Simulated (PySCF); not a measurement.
PySCF job for C₂, SMILES [C]=[C] (connectivity only; charge and spin as stated), neutral, multiplicity 1, TDDFT-CAM-B3LYP/def2-TZVPD. Coordinates come from a PBE0-D3(BJ)/def2-TZVPD optimisation.

```python
import numpy as np
from pyscf import gto, scf, dft, tdscf

mol = gto.M(
    atom='''
    C     0.00000000    0.00000000   -0.62310048
    C     0.00000000    0.00000000    0.62310048
    ''',
    basis='def2-TZVPD',
    charge=0,
    spin=0,
    symmetry=True,
    symmetry_subgroup='D2h',
    max_memory=1600,
    verbose=4,
)
mf = dft.RKS(mol, xc='cam-b3lyp').density_fit(auxbasis='def2-universal-jkfit')
mf.grids.level = 3
mf.conv_tol = 1e-9
mf.max_cycle = 100
mf.kernel()
mf.grids = dft.Grids(mol).set(level=1).build(with_non0tab=True)  # coarser grid for the response kernel
td = tdscf.TDDFT(mf)
td.singlet = True
td.nstates = 10
td.conv_tol = 1e-4
td.kernel(x0=td.get_init_guess(mf, 15))
td.analyze()
tt = tdscf.TDA(mf)
tt.singlet = False
tt.nstates = 4
tt.conv_tol = 1e-4
tt.kernel(x0=tt.get_init_guess(mf, 9))
tt.analyze(verbose=3)
```

Program output:

```
PySCF version 2.14.0

[INPUT] verbose = 4
[INPUT] num. atoms = 2
[INPUT] num. electrons = 12
[INPUT] charge = 0
[INPUT] spin (= nelec alpha-beta = 2S) = 0
[INPUT] symmetry True subgroup D2h
[INPUT] Mole.unit = angstrom
[INPUT] Symbol           X                Y                Z      unit          X                Y                Z       unit  Magmom
[INPUT]  1 C      0.000000000000   0.000000000000  -0.623100480000 AA    0.000000000000   0.000000000000  -1.177489255285 Bohr   0.0
[INPUT]  2 C      0.000000000000   0.000000000000   0.623100480000 AA    0.000000000000   0.000000000000   1.177489255285 Bohr   0.0

nuclear repulsion = 15.286763695897
point group symmetry = Dooh, use subgroup D2h
symmetry origin: [0. 0. 0.]
symmetry axis x: [1. 0. 0.]
symmetry axis y: [0. 1. 0.]
symmetry axis z: [0. 0. 1.]
num. orbitals of irrep Ag = 17
num. orbitals of irrep B1g = 4
num. orbitals of irrep B2g = 8
num. orbitals of irrep B3g = 8
num. orbitals of irrep Au = 4
num. orbitals of irrep B1u = 17
num. orbitals of irrep B2u = 8
num. orbitals of irrep B3u = 8
number of shells = 26
number of NR pGTOs = 104
number of NR cGTOs = 74
basis = def2-TZVPD
ecp = {}


[settings echo left out]
init E= -75.9803194375235
HOMO (B2u) = -0.303717631023053  LUMO (Ag) = -0.258914678246988  gap/eV = 1.21915
cycle= 1 E= -75.8450134837306  delta_E= 0.135  |g|= 0.148  |ddm|= 1.34
HOMO (B3u) = -0.410069395850988  LUMO (Ag) = -0.234798912650696  gap/eV = 4.76935
cycle= 2 E= -75.8502343138537  delta_E= -0.00522  |g|= 0.0438  |ddm|= 0.301
HOMO (B2u) = -0.391774361187022  LUMO (Ag) = -0.213227099600157  gap/eV = 4.85852
cycle= 3 E= -75.85066328245  delta_E= -0.000429  |g|= 0.0107  |ddm|= 0.0957
HOMO (B3u) = -0.395897809117072  LUMO (Ag) = -0.216406005854495  gap/eV = 4.88422
cycle= 4 E= -75.8506993392902  delta_E= -3.61e-05  |g|= 0.00272  |ddm|= 0.0109
HOMO (B3u) = -0.395422252119192  LUMO (Ag) = -0.216250392748893  gap/eV = 4.87551
cycle= 5 E= -75.8507012172224  delta_E= -1.88e-06  |g|= 0.000169  |ddm|= 0.00368
HOMO (B3u) = -0.395435974150308  LUMO (Ag) = -0.216311573073941  gap/eV = 4.87422
cycle= 6 E= -75.8507012312834  delta_E= -1.41e-08  |g|= 2.29e-05  |ddm|= 0.000426
HOMO (B3u) = -0.395431308486768  LUMO (Ag) = -0.216310761778342  gap/eV = 4.87412
cycle= 7 E= -75.8507012315267  delta_E= -2.43e-10  |g|= 1.97e-06  |ddm|= 8.41e-05
HOMO (B3u) = -0.395431866438024  LUMO (Ag) = -0.21631148144267  gap/eV = 4.87411
Extra cycle  E= -75.8507012315297  delta_E= -2.98e-12  |g|= 6.81e-07  |ddm|= 6.67e-06
converged SCF energy = -75.8507012315297
tot grids = 10360


******** <class 'pyscf.tdscf.rks.TDDFT'> for <class 'pyscf.df.df_jk.DFSymAdaptedRKS'> ********
nstates = 10 singlet
deg_eia_thresh = 1.000e-03
wfnsym = None
conv_tol = 0.0001
eigh lindep = 1e-12
eigh level_shift = 0
eigh max_cycle = 100


[traceback left out]
numpy.linalg.LinAlgError: 2-th leading minor of the array is not positive definite

During handling of the above exception, another exception occurred:

[traceback left out]
RuntimeError: This error is often caused by a problematic SCF solution, such as a saddle-point solution.
```

The program stopped with an error.
